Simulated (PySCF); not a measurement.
Gas-phase reaction: 3 GeHF3 ⇌ GeH3 + 2 GeF4 + F

Computed with PySCF and rigid-rotor harmonic-oscillator thermochemistry at 1 bar. † marks an energy on the PBE0/def2-TZVP geometry and frequencies; other levels use their own. MP2 freezes the core. Open shells (unrestricted): GeH3 (multiplicity 2), F (multiplicity 2); the rest are closed-shell singlets. Spin-orbit splitting is ignored; it lowers the true energy and changes the entropy of F. Ge: all electrons, no relativistic terms. GeHF3, GeH3: computed as isolated molecules; such fragments, hydroxides, amides, oligomers or adducts are transient or little studied in the gas. MP2 isn't extrapolated to the basis-set limit.

PBE0/def2-TZVP gives ΔH°(298 K) = 561 kJ.

Question: What do PBE0/def2-SVP†, MP2/def2-TZVPP†, BLYP/def2-TZVP† give?

Answer: PBE0/def2-SVP†: 561 kJ; MP2/def2-TZVPP†: 596 kJ; BLYP/def2-TZVP†: 582 kJ. For scale, ΔH°(298 K) is 561 kJ at this level, 577 kJ at ωB97M-V/def2-TZVP†, and runs from 401 to 692 kJ over the 20 levels computed († marks an energy on the PBE0/def2-TZVP geometry).
